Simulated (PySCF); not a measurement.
ORD: `C#C[C@@H]1C=C[C@H](F)C1`, C₇H₇F

Molfile (atoms numbered from 1):
```
C7H7F
     RDKit          3D

 15 15  0  0  0  0  0  0  0  0999 V2000
    3.0087   -0.5256    0.0463 C   0  0  0  0  0  0  0  0  0  0  0  0
    1.8497   -0.4521    0.3338 C   0  0  0  0  0  0  0  0  0  0  0  0
    0.4376   -0.3595    0.6503 C   0  0  2  0  0  0  0  0  0  0  0  0
   -0.4026   -1.2501   -0.2298 C   0  0  0  0  0  0  0  0  0  0  0  0
   -1.4494   -0.6186   -0.7296 C   0  0  0  0  0  0  0  0  0  0  0  0
   -1.5048    0.8119   -0.2765 C   0  0  2  0  0  0  0  0  0  0  0  0
   -1.6938    1.6778   -1.3391 F   0  0  0  0  0  0  0  0  0  0  0  0
   -0.1452    1.0489    0.3941 C   0  0  0  0  0  0  0  0  0  0  0  0
    4.0276   -0.5891   -0.1947 H   0  0  0  0  0  0  0  0  0  0  0  0
    0.3007   -0.6499    1.7003 H   0  0  0  0  0  0  0  0  0  0  0  0
   -0.1383   -2.2807   -0.3888 H   0  0  0  0  0  0  0  0  0  0  0  0
   -2.2032   -1.0232   -1.3806 H   0  0  0  0  0  0  0  0  0  0  0  0
   -2.3554    0.9944    0.3955 H   0  0  0  0  0  0  0  0  0  0  0  0
   -0.2266    1.6357    1.3065 H   0  0  0  0  0  0  0  0  0  0  0  0
    0.4906    1.5881   -0.3096 H   0  0  0  0  0  0  0  0  0  0  0  0
  1  2  3  0
  2  3  1  0
  3  4  1  0
  4  5  2  0
  5  6  1  0
  6  7  1  0
  6  8  1  0
  8  3  1  0
  1  9  1  0
  3 10  1  1
  4 11  1  0
  5 12  1  0
  6 13  1  1
  8 14  1  0
  8 15  1  0
M  END
```

Computed with TDDFT CAM-B3LYP/aug-cc-pVDZ circular dichroism and optical rotation, one conformer, gas phase in PySCF. Geometry: GFN2-xTB.

Stereocentres: C3 S, C6 R.

What is the specific rotation at 633, 589.3, 546, 436, 405, 365, 355 nm?

[α] in deg dm⁻¹ (g/mL)⁻¹:
```
λ (nm)  origin-invariant length gauge  modified velocity gauge  length gauge (centre of mass)  isotropic polarisability (au)
   633                         -112.4                   -110.4                         -112.5                           80.7
 589.3                         -132.3                   -130.0                         -132.4                           81.0
   546                         -157.9                   -155.2                         -158.1                           81.5
   436                         -274.4                   -270.0                         -274.7                           83.2
   405                         -333.2                   -328.0                         -333.5                           84.1
   365                         -444.9                   -438.3                         -445.3                           85.5
   355                         -482.4                   -475.4                         -482.9                           86.0
```

And for the mirror image at 589.3 nm?

+132.3 deg dm⁻¹ (g/mL)⁻¹ (origin-invariant length gauge): the same size and the opposite sign.

What is the molar rotation [Φ] = [α]·M/100 of the geometry above at 589.3 nm?

With M = 110.13 g/mol, -145.7 deg cm² dmol⁻¹ (origin-invariant length gauge).

The first excitation lies at 6.50 eV (191 nm) with R = +1.9 × 10⁻⁴⁰ esu² cm² (velocity form).
